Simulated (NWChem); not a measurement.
System: CH₄F₂OSi; SMILES O[SiH2]C(F)F

```xyz
9

O      0.5451     2.0511     0.2727
Si    -0.5537     0.8639    -0.1134
C      0.0844    -0.8650     0.4167
F     -0.8513    -1.8048     0.0417
F      1.2542    -1.1308    -0.2723
H      1.3823     2.0415    -0.2122
H     -0.8143     0.7581    -1.5734
H     -1.7880     1.1777     0.6413
H      0.2967    -1.0179     1.4825
```
Atoms are numbered in this order, from 1.

Computed with NWChem. Pople sets run with spherical d functions. Structure relaxed at the B3LYP/6-31G* (spherical d) level. B3LYP is NWChem's, with the RPA form of VWN correlation. Level: B3LYP/6-31G* with SMD (1 M gas to 1 M solution), gas-phase geometry. Reactions with the solvent are ignored.

For solvent toluene:

| Quantity | Result |
|---|---|
| cavity-dispersion-structure term (kcal/mol) | -0.2 |

Task: How do the values read with solvent water instead?

Result: 
| Quantity | Result |
|---|---|
| cavity-dispersion-structure term (kcal/mol) | 4.0 |
